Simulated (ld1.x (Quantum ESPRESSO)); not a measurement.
Logarithmic derivatives: Zr, RRKJ

ld1.x (Quantum ESPRESSO) 7.5 input, shortened:

```
&input
   title='Zr', zed=40., rel=1, dft='PZ', iswitch=3,
   config='[Kr] 4d2 5s1.5 5p0'
 /
 &inputp
   pseudotype=2, tm=.false., rho0=0.001, lloc=0,
   nlcc=.true., rcore=1.25
 /
3
4P  2  1   6.00   0.00  2.05  2.05  0.0
4D  3  2   2.00   0.00  2.95  2.95  0.0
5S  1  0   1.50   0.00  2.50  2.50  0.0
 &test
   configts(1)='4p6 4d2 5s1.5 5p0'
 /
```

The phase is arctan(r·u′/u) with u = r·R(r), unwrapped; energies in Ry, scanned from -5 to 5 Ry. A pole is an energy at which the radial function vanishes at the test radius. The pseudo phase is shifted by a multiple of π to meet the all-electron one at the reference energy, and phase errors are pseudo minus all-electron; the curves can meet again beyond the range given. Levels narrower than the energy grid can be missing from the lists of poles.

Question: For each channel, where are the poles, and over which energies does the pseudopotential scatter like the atom?

Answer:

```json
{"channel": "s", "radius (bohr)": "3.21", "reference energy (Ry)": "-0.54", "poles, all-electron": "-4.23, 0.98", "poles, pseudo": "0.70, 2.88", "unbroken range about the reference energy with phases within 0.05 rad": "-4.2 to 0.7", "phase error 1 Ry above the reference energy (rad)": "-0.033"}
{"channel": "p", "radius (bohr)": "3.21", "reference energy (Ry)": "-2.63", "poles, all-electron": "-2.59, 1.88", "poles, pseudo": "-2.59, 3.19", "unbroken range about the reference energy with phases within 0.05 rad": "below -0.9", "phase error 1 Ry above the reference energy (rad)": "+0.013"}
{"channel": "d", "radius (bohr)": "3.21", "reference energy (Ry)": "-0.50", "poles, all-electron": "-0.20, 3.63", "poles, pseudo": "-0.18", "unbroken range about the reference energy with phases within 0.05 rad": "below 0.5", "phase error 1 Ry above the reference energy (rad)": "+0.051"}
```

Phases in the d channel:

```tsv
E (Ry)	all-electron	pseudo
-5.00	1.427	1.427
-4.48	1.418	1.418
-3.96	1.407	1.407
-3.44	1.393	1.394
-2.92	1.375	1.377
-2.40	1.350	1.352
-1.88	1.311	1.314
-1.36	1.233	1.238
-0.84	0.906	0.919
-0.32	-1.454	-1.449
0.20	-1.757	-1.731
0.72	-1.965	-1.878
1.24	-2.576	-2.122
1.76	-4.060	-2.898
2.28	-4.474	-4.048
2.80	-4.608	-4.407
3.32	-4.680	-4.541
3.84	-4.732	-4.612
4.36	-4.779	-4.657
4.88	-4.833	-4.690
```
